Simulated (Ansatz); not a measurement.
Mulliken charges of `C=[C]1[Zn][BH][Se]1` from ωB97M-V/def2-TZVPP in Ansatz (PBE0-D4/def2-TZVP geometry).

| atom | x (Å) | y (Å) | z (Å) | charge (e) |
| --- | --- | --- | --- | --- |
| C1 | 0.628 | 1.780 | 0.155 | -0.155 |
| C2 | 0.469 | 0.471 | 0.069 | -0.167 |
| Zn3 | 1.146 | -1.411 | 0.031 | 0.121 |
| B4 | -0.788 | -2.151 | -0.190 | -0.250 |
| Se5 | -1.341 | -0.328 | -0.143 | 0.114 |
| H6 | -0.186 | 2.499 | 0.118 | 0.112 |
| H7 | 1.627 | 2.189 | 0.270 | 0.108 |
| H8 | -1.554 | -3.050 | -0.310 | 0.116 |

Q: By hand: the dipole of these point charges (1 e Å = 4.8032 D).

A: Σ q r = (-0.018, 0.138, 0.006) e Å, of length 0.139 e Å = 0.67 D.

Q: How does the dipole of the full density compare? (Best estimate.)

A: Computed: (0.407, -0.019, 0.037) e Å, 1.97 D; the point charges give 0.34 times that, at 100° from its direction.

Point charges leave out the atoms' own dipoles, such as those of lone pairs, and Mulliken's split depends on the basis, so the two needn't agree.
